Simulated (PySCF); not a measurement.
1,1,2,2-tetrafluoroethane (C2H2F4), SMILES FC(F)C(F)F. Geometry: B3LYP-D3(BJ)/def2-SVP. The values are those of a single conformer.

Computed equilibrium geometry at B3LYP-D3(BJ)/def2-SVP (PySCF confirms it by a frequency run) as a Z-matrix, and its point group (one conformer of several):
point group C2h.
```
C
F 1 1.3513
F 1 1.3513 2 108.77
H 1 1.1045 2 109.66 3 -119.92
C 1 1.5252 4 111.17 3 -120.31
F 5 1.3513 1 108.76 4 59.16
F 5 1.3513 6 108.77 1 118.31
H 5 1.1045 6 109.66 7 119.92
```
